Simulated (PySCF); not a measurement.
# One molecule, several mistakes: AlC2ClH5

All numbers below are calculated, not measured. They come from PySCF 2.14.0, an open-source quantum chemistry program, on an isolated molecule that a program drew, which may never have been made. The molecule is AlC2ClH5 (charge 0, doublet), drawn as the SMILES string `C[CH][AlH][Cl]`.

Each row is a Hartree-Fock (HF) and frozen-core CCSD(T) single point in the cc-pV(D+d)Z basis, meant for a local HF minimum. Run 1 is clean. Each other run has one planted mistake out of seven kinds, and not every kind appears here: one electron removed, one electron added, multiplicity raised by two, geometry at a saddle point, minimal basis STO-3G, one bond length entered in bohr, all coordinates scaled. The reference is restricted for singlets and unrestricted otherwise, and also for a bond in bohr. Adding or removing an electron swaps singlet and doublet. Electrons count all cores. HOMO and LUMO are orbital energies over both spins, the gradient is its largest component, and the lowest frequency (negative if imaginary) is given only where the gradient is small. Bond lengths are over the 8 bonds as drawn. T1 is the CCSD diagnostic: over 0.02 (restricted) or 0.045 (unrestricted) a single reference is doubtful.

Geometry of the clean run:
```xyz
9
AlC2ClH5, angstrom
C     0.1832   -1.0194   -0.4846
C     1.4750   -0.5066   -1.0688
Al    3.1754   -0.3016   -0.2060
Cl    3.3481   -0.8450    1.8392
H    -0.1696   -1.8985   -1.0351
H     0.2773   -1.2970    0.5659
H    -0.6057   -0.2632   -0.5640
H     1.3898   -0.2260   -2.1208
H     4.4605    0.2467   -0.9187
```

```
run,electrons,basis functions,<S^2>,HOMO (eV),LUMO (eV),gradient (hartree/bohr),lowest frequency (cm^-1),mean bond (Å),longest bond (Å),T1,HF (hartree),CCSD(T) (hartree),mistake
1,47,99,0.759,-9.86,0.88,1.1e-05,109,1.4364,2.123,0.0116,-780.11715,-780.64160,no fault
2,47,99,1.655,-10.36,0.60,4.2e-02,-,1.6041,2.849,0.0317,-779.97134,-780.47799,one bond length entered in bohr
3,47,99,3.770,-4.34,-2.90,1.3e-01,-,1.4364,2.123,0.0553,-779.88803,-780.41236,?
4,48,99,0.000,-1.13,7.67,5.3e-02,-,1.4364,2.123,0.0137,-780.10178,-780.67497,?
```

**Which mistake was planted in run 3, and what did it cost?**

Electrons, basis and geometry are unchanged, and <S^2> is 3.770, beside S(S+1) = 3.75 for a multiplicity of 4. So the mistake is: multiplicity raised by two. Subtracting run 1 and multiplying by 627.51 kcal/mol a hartree, the energy moved by 143.8 kcal/mol in HF and 143.9 kcal/mol in CCSD(T).

**Which mistake was planted in run 4, and what did it cost?**

It counts 48 electrons, one more than the clean run, at the same geometry and basis. So the mistake is: one electron added. Subtracting run 1 and multiplying by 627.51 kcal/mol a hartree, the energy moved by 9.6 kcal/mol in HF and -20.9 kcal/mol in CCSD(T).

Cautions from the logs. Run 3: T1 is over the limit, so its CCSD(T) energy is less reliable.
